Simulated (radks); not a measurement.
Results of a calculation; reference values are marked as such.
The mean radii <r> (bohr) of the occupied orbitals of an atom or ion are listed with their occupations. Code: a radial shooting solver on a logarithmic mesh with Libxc functionals. Model: Dirac Kohn-Sham, PBE, spin-unpolarised, spherical densities, point nucleus.

| orbital | occ. | <r> |
|---|---|---|
| 1s1/2 | 2 | 0.01677 |

Name the element and its charge. Open shells, if any, are shared by 2j + 1.

Answer. Z = 79, gold, charge +77: Au77+ in [He]. The 1s radius gives Z: for a bare nucleus <r> = (2 gamma + 1)/(2Z) with gamma = sqrt(1 - (Z/c)^2), 0.01667 bohr for Z = 79, and screening makes it slightly larger (0.01677 here). The occupations add up to 2, and the charge is Z minus that.
